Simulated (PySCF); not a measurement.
C3HClF2, SMILES FC=C=C(Cl)F. Heavy atoms are numbered as in [F:1][CH:2]=[C:3]=[C:4]([F:5])[Cl:6]. Hydrogens are named by the atom that carries them.

Coordinates come from a B3LYP-D3(BJ)/def2-SVP optimisation. The structure was generated by enumeration; whether it is a known compound was not checked.

Computed with HF/pcSseg-1 (PySCF).

GIAO shieldings, no solvent; atoms alike by connectivity are averaged. δ = σ(ref) − σ: ¹⁹F against CFCl3 (σ = 238.5 ppm); ¹³C against TMS (σ = 192.6 ppm); ³⁵Cl against HCl (σ = 958.2 ppm); ¹H against TMS (σ = 31.99 ppm), references at their B3LYP-D3(BJ)/def2-TZVP geometries, non-relativistic (without spin–orbit terms, shifts of atoms bonded to Cl or Br come out too high).

```csv
atoms,nucleus,count,δ (ppm)
F5,¹⁹F,1,-60.5
F1,¹⁹F,1,-105.0
C3,¹³C,1,[?]
C4,¹³C,1,[?]
C2 (CH),¹³C,1,137.7
Cl6,³⁵Cl,1,242.1
H on C2,¹H,1,[?]
```

Task: Some entries are withheld; supply them. (An estimate is asked for; the answer gives what the named calculation found.)

Result: 
- C4, δ (ppm): 140.4
- C3, δ (ppm): 185.5
- H on C2, δ (ppm): 7.64
